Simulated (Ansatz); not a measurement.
Molecule: Si₂Cl₆, net charge 0, singlet state. 
Geometry from a B3LYP-D3(BJ)/def2-TZVP (Ansatz, an electronic-structure program) optimisation:
```xyz
8

Cl    -1.4391    -1.5131     1.6558
Si    -1.1371    -0.2313     0.0933
Cl    -2.1547     1.5094     0.4255
Cl    -1.7949    -1.0922    -1.6393
Si     1.1371     0.2313    -0.0933
Cl     1.7949     1.0922     1.6393
Cl     2.1547    -1.5094    -0.4255
Cl     1.4391     1.5131    -1.6558
```
Charge 0, spin multiplicity 1.

Computed values are from Ansatz. Valence correlation only, unless marked. Open shells are spin-unrestricted. Spin-orbit coupling is left out. Non-relativistic. Basis-set limits of correlation are two-point, X^-3; Hartree-Fock from the larger set.

| Property | Result |
|---|---|
| atomisation energy De | 635.1 kcal/mol at CCSD(T)/CBS(cc-pV(T+d)Z,cc-pV(Q+d)Z) |
| total energy | -3337.1340 Eh at CCSD(T)/CBS(cc-pV(T+d)Z,cc-pV(Q+d)Z) |
| dipole moment | 0.00 D at CCSD(T)/aug-cc-pV(D+d)Z |
| T1 diagnostic | 0.010 at CCSD/cc-pV(Q+d)Z |
